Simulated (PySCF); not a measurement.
PySCF job for Si(NHSiH3)(Cl)3 (Cl3H4NSi2), SMILES Cl[Si](N[SiH3])(Cl)Cl, PBE-D3(BJ)/def2-SVP. Geometry: PBE-D3(BJ)/def2-SVP. The values are those of a single conformer.

```python
import numpy as np
from pyscf import gto, scf, dft, df
from pyscf.hessian import thermo

mol = gto.M(
    atom='''
    Si   -2.56841251    0.10077354    0.98276767
    N    -1.05038735    0.86998693    0.50886976
    Si    0.35236590    0.10683623   -0.11937586
    Cl    1.11296734   -1.29903190    1.18918093
    Cl    1.76854613    1.57006872   -0.45513201
    Cl   -0.03939468   -0.88817853   -1.88675677
    H    -2.39617824   -1.36418490    0.71615154
    H    -3.71834979    0.64173184    0.17885379
    H    -2.85695207    0.33070956    2.44059878
    H    -0.96717513    1.88670685    0.61085593
    ''',
    basis='def2-SVP',
    charge=0,
    spin=0,
    max_memory=1600,
    verbose=3,
)
mf = dft.RKS(mol, xc='pbe').density_fit(auxbasis='def2-universal-jkfit')
mf.disp = 'd3bj'
mf.grids.level = 3
mf.conv_tol = 1e-11
mf.max_cycle = 100
mf.kernel()

# [left out here: the lines that compute and print the analytic Hessian (its translational invariance restored by hand, since the grid's response is missing), thermochemistry and intensities]
```

Log of the run:

```
converged SCF energy = -2015.36132868709

WARN: DFTD3 does not support analytical Hessian, using finite difference


WARN: Mole.unit (angstrom) is changed to Bohr

Mode                                 0                   1                   2
Irrep
Freq [cm^-1]                       19.6527             48.3305             92.8956
Reduced mass [au]                   5.2726              1.0582              7.8468
Force const [Dyne/A]                0.0012              0.0015              0.0399
Char temp [K]                      28.2759             69.5368            133.6561
Normal mode                   x     y     z       x     y     z       x     y     z
       0  Si                -0.04  0.01 -0.09   -0.01  0.00 -0.02    0.05 -0.09 -0.03
       1   N                 0.03 -0.01  0.07   -0.00  0.00 -0.01    0.00  0.03  0.00
       2  Si                 0.01 -0.00  0.03    0.00  0.00  0.00    0.00  0.04  0.00
       3  Cl                 0.08 -0.01 -0.01    0.02  0.01  0.01   -0.05  0.03  0.03
       4  Cl                -0.00  0.00 -0.00   -0.00  0.00 -0.00    0.06 -0.03 -0.03
       5  Cl                -0.07  0.00  0.04   -0.01 -0.01  0.01   -0.06  0.04  0.02
       6   H                -0.01  0.00 -0.02   -0.21  0.07 -0.55    0.18 -0.07 -0.07
       7   H                 0.05 -0.02 -0.24   -0.05  0.42  0.32    0.02 -0.16 -0.03
       8   H                -0.20  0.07 -0.14    0.21 -0.48  0.10    0.02 -0.16 -0.03
       9   H                 0.07 -0.02  0.18    0.05 -0.02  0.14   -0.04  0.04  0.02
Mode                                 3                   4                   5
Irrep
Freq [cm^-1]                      149.2186            158.6428            208.3455
Reduced mass [au]                  15.4490             17.3172             17.9058
Force const [Dyne/A]                0.2027              0.2568              0.4579
Char temp [K]                     214.6923            228.2517            299.7627
Normal mode                   x     y     z       x     y     z       x     y     z
       0  Si                -0.00  0.00 -0.01    0.06  0.00 -0.02   -0.06 -0.02  0.02
       1   N                 0.04 -0.01  0.10    0.04  0.05 -0.01   -0.06  0.03  0.03
       2  Si                 0.01 -0.01  0.04    0.02  0.02 -0.00   -0.04  0.07  0.02
       3  Cl                -0.04 -0.05  0.03   -0.05 -0.05 -0.04   -0.00  0.00 -0.08
       4  Cl                -0.04  0.01 -0.10   -0.02  0.08  0.02    0.05 -0.03 -0.02
       5  Cl                 0.06  0.04  0.00   -0.01 -0.07  0.05    0.05 -0.02  0.06
       6   H                -0.03  0.01 -0.07    0.12  0.01 -0.04   -0.02 -0.01  0.01
       7   H                 0.06  0.08 -0.04    0.05 -0.03 -0.02   -0.06 -0.03  0.02
       8   H                -0.08 -0.07 -0.01    0.05 -0.03 -0.02   -0.06 -0.03  0.02
       9   H                 0.01 -0.00  0.02    0.04  0.05 -0.01   -0.10  0.03  0.04
Mode                                 6                   7                   8
Irrep
Freq [cm^-1]                      260.5254            274.3930            298.8165
Reduced mass [au]                   8.7365              7.7361              1.0883
Force const [Dyne/A]                0.3494              0.3432              0.0573
Char temp [K]                     374.8381            394.7905            429.9303
Normal mode                   x     y     z       x     y     z       x     y     z
       0  Si                 0.00 -0.00  0.01    0.07  0.02 -0.02   -0.00 -0.00  0.00
       1   N                 0.06 -0.02  0.17    0.00  0.11  0.01   -0.02  0.00 -0.05
       2  Si                -0.02  0.01 -0.05   -0.07 -0.01  0.02   -0.00  0.00 -0.01
       3  Cl                -0.03  0.06 -0.01    0.03  0.01 -0.02   -0.01 -0.01  0.01
       4  Cl                 0.01 -0.00  0.03   -0.07 -0.07  0.02   -0.00  0.00 -0.01
       5  Cl                 0.01 -0.05 -0.05    0.03  0.01 -0.00    0.02  0.00  0.00
       6   H                -0.01  0.01 -0.04    0.23  0.04 -0.08    0.03 -0.01  0.09
       7   H                 0.08  0.05 -0.07    0.02 -0.09 -0.02   -0.08 -0.13  0.03
       8   H                -0.11 -0.04 -0.01    0.03 -0.08 -0.02    0.09  0.13  0.00
       9   H                 0.07 -0.02  0.18    0.05  0.11  0.02    0.32 -0.12  0.86
Mode                                 9                  10                  11
Irrep
Freq [cm^-1]                      430.5849            594.0631            595.0983
Reduced mass [au]                   9.6442              7.2573             22.4578
Force const [Dyne/A]                1.0535              1.5090              4.6859
Char temp [K]                     619.5159            854.7246            856.2139
Normal mode                   x     y     z       x     y     z       x     y     z
       0  Si                 0.03  0.00 -0.01   -0.00  0.02  0.00   -0.00  0.00 -0.00
       1   N                 0.04 -0.10 -0.03   -0.00 -0.01  0.00   -0.01  0.00 -0.02
       2  Si                 0.04 -0.02 -0.02   -0.06 -0.13  0.01    0.06 -0.02  0.14
       3  Cl                -0.04  0.06 -0.05   -0.01  0.03 -0.02   -0.02  0.04 -0.04
       4  Cl                -0.05 -0.05  0.01    0.05  0.05 -0.01   -0.00 -0.00 -0.00
       5  Cl                 0.01  0.04  0.07    0.01  0.02  0.03   -0.01 -0.03 -0.06
       6   H                -0.16 -0.03  0.06    0.20  0.05 -0.07    0.00 -0.00  0.02
       7   H                 0.07  0.10 -0.01   -0.07 -0.13  0.00   -0.04 -0.02  0.04
       8   H                 0.06  0.10 -0.02   -0.06 -0.13  0.01    0.06  0.02  0.01
       9   H                 0.02 -0.10 -0.02    0.13 -0.01 -0.05    0.02 -0.01  0.06
Mode                                12                  13                  14
Irrep
Freq [cm^-1]                      632.5293            683.6998            771.5290
Reduced mass [au]                   2.2110              1.2030              2.7622
Force const [Dyne/A]                0.5212              0.3313              0.9687
Char temp [K]                     910.0688            983.6917           1110.0585
Normal mode                   x     y     z       x     y     z       x     y     z
       0  Si                -0.07  0.01  0.03    0.02 -0.01  0.05   -0.04 -0.06  0.01
       1   N                 0.02  0.05 -0.00   -0.03  0.01 -0.07    0.06  0.16 -0.00
       2  Si                 0.10 -0.01 -0.04    0.00 -0.00  0.01    0.02 -0.05 -0.02
       3  Cl                -0.01  0.01 -0.00   -0.00  0.00 -0.00   -0.00  0.01 -0.01
       4  Cl                -0.03 -0.02  0.01   -0.00 -0.00 -0.00   -0.00  0.00  0.00
       5  Cl                -0.00  0.00  0.01   -0.00 -0.00 -0.00    0.00  0.01  0.01
       6   H                 0.36  0.08 -0.12   -0.03  0.01 -0.10   -0.45 -0.13  0.15
       7   H                -0.22 -0.29  0.04    0.44  0.27 -0.37    0.04  0.15  0.03
       8   H                -0.21 -0.29  0.05   -0.59 -0.21 -0.04    0.02  0.15 -0.01
       9   H                 0.11  0.05 -0.04    0.04 -0.01  0.11    0.01  0.16  0.02
Mode                                15                  16                  17
Irrep
Freq [cm^-1]                      893.9563            904.1513            924.8437
Reduced mass [au]                   1.0464              1.4863              1.2149
Force const [Dyne/A]                0.4927              0.7159              0.6122
Char temp [K]                    1286.2041           1300.8724           1330.6441
Normal mode                   x     y     z       x     y     z       x     y     z
       0  Si                -0.01  0.00 -0.03    0.06  0.04 -0.02    0.03 -0.02 -0.01
       1   N                 0.00 -0.00  0.00   -0.10  0.01  0.04   -0.08  0.02  0.03
       2  Si                -0.00  0.00 -0.00    0.03 -0.02 -0.01    0.03 -0.03 -0.01
       3  Cl                -0.00 -0.00  0.00    0.00 -0.00 -0.00   -0.00  0.00 -0.00
       4  Cl                 0.00 -0.00  0.00    0.00  0.00 -0.00    0.00  0.00  0.00
       5  Cl                 0.00  0.00  0.00    0.00 -0.00 -0.00    0.00  0.00  0.00
       6   H                 0.28 -0.10  0.71   -0.46 -0.06  0.18    0.29  0.04 -0.11
       7   H                 0.05  0.40  0.16   -0.17 -0.32  0.05   -0.13  0.34  0.42
       8   H                 0.03 -0.41  0.06   -0.19 -0.33 -0.00   -0.34  0.43 -0.14
       9   H                 0.01 -0.00  0.03   -0.33  0.02  0.13   -0.27  0.02  0.10
Mode                                18                  19                  20
Irrep
Freq [cm^-1]                      967.9900           1141.4481           2166.7868
Reduced mass [au]                   1.3027              1.6398              1.0507
Force const [Dyne/A]                0.7192              1.2588              2.9066
Char temp [K]                    1392.7221           1642.2897           3117.5238
Normal mode                   x     y     z       x     y     z       x     y     z
       0  Si                 0.02 -0.01 -0.01    0.02 -0.01 -0.01   -0.01  0.00 -0.04
       1   N                 0.09 -0.03 -0.04   -0.15  0.01  0.06    0.00 -0.00  0.00
       2  Si                -0.04  0.03  0.02    0.03  0.00 -0.01   -0.00  0.00 -0.00
       3  Cl                 0.00 -0.00  0.00   -0.00 -0.00 -0.00    0.00 -0.00  0.00
       4  Cl                 0.00 -0.00 -0.00   -0.00 -0.00 -0.00    0.00  0.00  0.00
       5  Cl                -0.00 -0.00 -0.00   -0.00 -0.00  0.00    0.00 -0.00  0.00
       6   H                -0.22 -0.04  0.08   -0.09 -0.03  0.03   -0.00 -0.03 -0.02
       7   H                -0.31 -0.09  0.40    0.07  0.07 -0.03    0.41 -0.20  0.28
       8   H                -0.51 -0.02 -0.10    0.07  0.06 -0.01   -0.16  0.13  0.79
       9   H                 0.37 -0.04 -0.15    0.69 -0.02 -0.26    0.00  0.00 -0.00
Mode                                21                  22                  23
Irrep
Freq [cm^-1]                     2167.4731           2202.6962           3511.7019
Reduced mass [au]                   1.0261              1.0452              1.0750
Force const [Dyne/A]                2.8402              2.9879              7.8104
Char temp [K]                    3118.5112           3169.1894           5052.5572
Normal mode                   x     y     z       x     y     z       x     y     z
       0  Si                 0.02 -0.01 -0.00   -0.01  0.03  0.01   -0.00  0.00  0.00
       1   N                 0.00 -0.00 -0.00    0.00 -0.00 -0.00    0.01  0.07  0.01
       2  Si                -0.00  0.00  0.00   -0.00  0.00  0.00    0.00  0.00 -0.00
       3  Cl                 0.00 -0.00  0.00   -0.00 -0.00  0.00    0.00 -0.00  0.00
       4  Cl                 0.00  0.00 -0.00    0.00 -0.00 -0.00    0.00  0.00 -0.00
       5  Cl                 0.00 -0.00 -0.00   -0.00 -0.00 -0.00    0.00 -0.00 -0.00
       6   H                 0.02 -0.16 -0.03    0.11 -0.94 -0.17   -0.00 -0.00 -0.00
       7   H                -0.62  0.29 -0.45    0.08 -0.03  0.07   -0.00 -0.00  0.00
       8   H                -0.09  0.07  0.52    0.01 -0.00 -0.11   -0.00 -0.00  0.00
       9   H                 0.00  0.00 -0.00    0.00  0.00 -0.00   -0.07 -0.95 -0.10
temperature 298.1500 [K]
pressure 101325.00 [Pa]
Rotational constants [GHz] 1.31104 0.83729 0.82500
Symmetry number 1
Zero-point energy (ZPE) 0.04579 [Eh]   120220.945 [J/mol]
                           tot       elec      trans        rot        vib
Entropy [J/mol/K]       427.340      0.000    173.549    126.574    127.216
Cv [J/mol/K]            128.896      0.000     12.472     12.472    103.952
Cp [J/mol/K]            137.210      0.000     20.786     12.472    103.952
Internal energy [J/mol]                      3718.434   3718.434 138157.203
Internal energy [Eh]   -2015.30587  -2015.36133
Enthalpy [J/mol]                             6197.391   3718.434 138157.203
Enthalpy [Eh]          -2015.30493
Gibbs free energy [J/mol]                  -45546.375 -34019.701 100227.747
Gibbs free energy [Eh] -2015.35346
mode   freq/cm-1   IR/(km/mol)
   1       19.65         0.362
   2       48.33         0.544
   3       92.90         0.461
   4      149.22         0.001
   5      158.64         2.009
   6      208.35        12.124
   7      260.53         5.021
   8      274.39         2.264
   9      298.82        42.970
  10      430.58        26.546
  11      594.06       104.355
  12      595.10       171.538
  13      632.53        35.859
  14      683.70        65.683
  15      771.53       112.260
  16      893.96        49.564
  17      904.15       356.931
  18      924.84       135.380
  19      967.99        25.406
  20     1141.45       233.254
  21     2166.79       115.984
  22     2167.47       102.015
  23     2202.70        65.781
  24     3511.70        56.252
max |gradient| / (hartree/bohr): 5.2298265141233967e-05
APT charges: [ 1.2437 -1.1547  2.0369 -0.5191 -0.5326 -0.5192 -0.214  -0.2633 -0.2635
  0.1857]
```

The run converged.
